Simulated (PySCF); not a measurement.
## Stationary points of Mg2F4

These are results of PBE0 in PySCF with Mg def2-TZVP, F def2-TZVP; no relativity; density-fitted integrals, not measurements.

Relaxations began from a few typed shapes. The search is not exhaustive: other isomers or separated fragments can lie lower, and high-lying points may rest on an excited occupation.

```json
{"spin": "singlet", "group": "D2h", "bonds": "Mg–F 1.748 Å (×2), Mg–F 1.898 Å (×4)", "angles": "F–Mg–F 81.9° (×2), F–Mg–F 139.1° (×4), Mg–F–Mg 98.1° (×2)", "imaginary modes (cm⁻¹)": "none", "ΔE (kJ/mol)": "0.0", "ΔE with ZPE (kJ/mol)": "0.0"}
{"spin": "singlet", "group": "D2h", "bonds": "Mg–F 1.748 Å (×2), Mg–F 1.898 Å (×4)", "angles": "F–Mg–F 81.9° (×2), F–Mg–F 139.1° (×4), Mg–F–Mg 98.1° (×2)", "imaginary modes (cm⁻¹)": "none", "ΔE (kJ/mol)": "0.2", "ΔE with ZPE (kJ/mol)": "0.1"}
{"spin": "singlet", "group": "D2h", "bonds": "Mg–F 1.746 Å (×4)", "angles": "F–Mg–F 179.7° (×2)", "imaginary modes (cm⁻¹)": "24i, 24i, 24i", "ΔE (kJ/mol)": "246.4", "ΔE with ZPE (kJ/mol)": "–"}
{"spin": "singlet", "group": "C2h", "bonds": "Mg–F 1.746 Å (×4)", "angles": "F–Mg–F 179.7° (×2)", "imaginary modes (cm⁻¹)": "39i, 29i, 28i", "ΔE (kJ/mol)": "246.4", "ΔE with ZPE (kJ/mol)": "–"}
```

The lowest minimum found is the singlet D2h: Mg–F 1.748 Å (×2), Mg–F 1.898 Å (×4); F–Mg–F 81.9° (×2), F–Mg–F 139.1° (×4), Mg–F–Mg 98.1° (×2).
